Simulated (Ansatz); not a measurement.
# One elementary step

Start structure (Si2H8SO, closed shell), relaxed at PBE0-D4/def2-TZVP:

Si1  (0.206, 0.444, 0.477)
S2  (0.841, -1.581, 0.698)
O3  (-0.573, 0.705, -0.932)
Si4  (-1.522, -0.061, -2.031)
H5  (1.367, 1.358, 0.512)
H6  (-0.707, 0.666, 1.623)
H7  (1.987, 0.082, 3.289)
H8  (2.005, 0.712, 3.690)
H9  (1.816, -1.487, -0.222)
H10  (-0.728, -1.068, -2.779)
H11  (-2.660, -0.736, -1.355)
H12  (-2.034, 0.967, -2.969)
(Å)

The step: Si₂H₆SO ([SiH3][O][SiH2][SH]) + H₂ → Si₂H₆O ([SiH3][O][SiH3]) + H₂S; bonds formed: Si1–H8, S2–H7; bonds broken: Si1–S2, H7–H8. Program: Ansatz 0.2.0. Basis: def2-TZVPP and def2-QZVPP. Cores are frozen in the correlated methods. Extrapolation: Hartree–Fock as exp(−7.88 √X), correlation as X^−2.97. Energies below are by CCSD(T) at an estimated basis limit (MP2 extrapolated from triple and quadruple zeta, plus CCSD(T) − MP2 in triple zeta).

Q: What are the electronic barrier and the energy of the step, from the start structure to the end structure? (An estimate is asked for; the value comes from the calculation.)

A: The calculation gives: Barrier 239.4 kJ/mol; step energy 42.5 kJ/mol (uphill); reverse barrier, their difference, 197.0 kJ/mol. Barrier and step energy count from the start structure, the reverse barrier from the end structure.

The saddle point: One imaginary mode of 1133i cm⁻¹.
| pair | start (Å) | saddle (Å) | end (Å) |
| --- | --- | --- | --- |
| Si1–H8 | 3.69 | 1.69 | 1.49 |
| S2–H7 | 3.29 | 1.66 | 1.34 |
| Si1–S2 | 2.13 | 2.57 | 3.73 |
| H7–H8 | 0.75 | 1.00 | 3.12 |

Zero-point energy (harmonic, PBE0-D4): ZPE is 180.0 kJ/mol at the start and 185.3 kJ/mol at the saddle, so the barrier goes from 239.4 to 244.7 kJ/mol.

No T1 diagnostic of these runs exceeds 0.014.

Labels in which every atom is bracketed show which atoms are joined, not bond orders.

For scale, one of the runs: CCSD(T)/def2-TZVPP, 269 basis functions, launched by `ansatz run in.yaml --threads 4 --pin off --events-out ev --progress --plain --max-ram 9574MiB`. Time: 2.2 min of wall clock on 4 CPU threads of an Arm Neoverse V2; the host was shared. Peak host memory: 6.3 GiB.
